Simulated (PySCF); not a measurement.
# Electron correlation in Te⁺ (tellurium, charge +1)

[Kr] 4d10 5s2 5p2 6s1, high-spin 4P determinant (an excited configuration). Calculation: PySCF 2.14, in x2c-TZVPPall with one added diffuse shell each of s, p, d, f type (9s7p5d3f, 76 functions); scalar relativity by spin-free X2C-1e. Frozen: [Kr] 4d10; 5 electrons correlated.

```csv
level,correlation energy (mhartree)
CCSD,-71.14
(T),-2.15
CCSD(T),-73.29
```

Diagnostics: T1 = 0.024, D1 = 0.0753, largest double amplitude 0.087.

The outer electron is Rydberg-like, and this basis confines it to a smaller radius and binds it less than a complete one would.

Cost of the coupled-cluster step: of the order of 4 core-seconds, for 5 correlated electrons.
